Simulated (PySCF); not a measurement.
Radial density of Ag²⁺ (silver, charge +2)

MN15, [Kr] 4d9, 2D determinant. Computed with PySCF 2.14 in cc-pVTZ-PP with ECP28MDF, with scalar relativity through the core potential. This is the valence pseudo-density: the core potential removes the inner electrons and smooths the orbitals near the nucleus.

```tsv
r (bohr)	4πr²ρ (e/bohr)	4πr²(ρα − ρβ)
0.0180	1.373e-05	0.0000
0.0304	3.453e-05	0.0000
0.0511	8.244e-05	0.0000
0.0859	0.0003430	0.0000
0.144	0.003673	0.0003
0.243	0.05843	0.0041
0.409	1.359	0.0652
0.687	13.63	0.5208
1.16	14.46	0.8537
1.94	2.840	0.2617
3.27	0.1481	0.0125
5.50	0.0003165	0.0000
```

Energies and moments cover only the electrons outside the core potential.
